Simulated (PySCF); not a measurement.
C₃H₅Cl, SMILES C=C(C)Cl. Atoms are numbered in the order given.

```xyz
9

C      1.3642     0.9504     0.0000
C      0.1345     0.4366     0.0000
C     -1.1467     1.1980     0.0000
Cl    -0.0829    -1.2955     0.0000
H      2.2512     0.3156     0.0000
H      1.4968     2.0347     0.0000
H     -1.7486     0.9421     0.8860
H     -0.9544     2.2797     0.0000
H     -1.7486     0.9421    -0.8860
```

Geometry optimised at PBE0-D3(BJ)/def2-SVP.

The numbers are results of PBE0-D3(BJ)/def2-SVP (PySCF 2.14.0), not measurements.

Frequencies are harmonic and unscaled.

```csv
mode,ν (cm⁻¹),IR (km/mol),moving atoms (share of kinetic energy)
1,209,0.8,H 96 %
2,350,1.5,"C 50 %, H 27 %, Cl 23 %"
3,401,1.0,"C 45 %, H 35 %, Cl 20 %"
4,457,6.7,"C 67 %, H 31 %"
5,662,30.6,"C 53 %, Cl 30 %, H 16 %"
6,710,0.0,H 96 %
7,898,44.7,"H 73 %, C 27 %"
8,935,1.7,"H 57 %, C 42 %"
9,1005,1.5,"H 64 %, C 35 %"
10,1055,0.5,"H 66 %, C 34 %"
11,1201,63.9,"C 65 %, H 35 %"
12,1376,8.6,"H 85 %, C 15 %"
13,1409,4.1,"H 75 %, C 25 %"
14,1439,12.6,H 97 %
15,1454,12.1,H 96 %
16,1739,52.1,"C 92 %, H 8 %"
17,3059,9.1,H 97 %
18,3146,3.8,"H 91 %, C 9 %"
19,3176,6.0,"H 90 %, C 10 %"
20,3182,1.0,H 94 %
21,3292,0.5,"H 89 %, C 11 %"
```
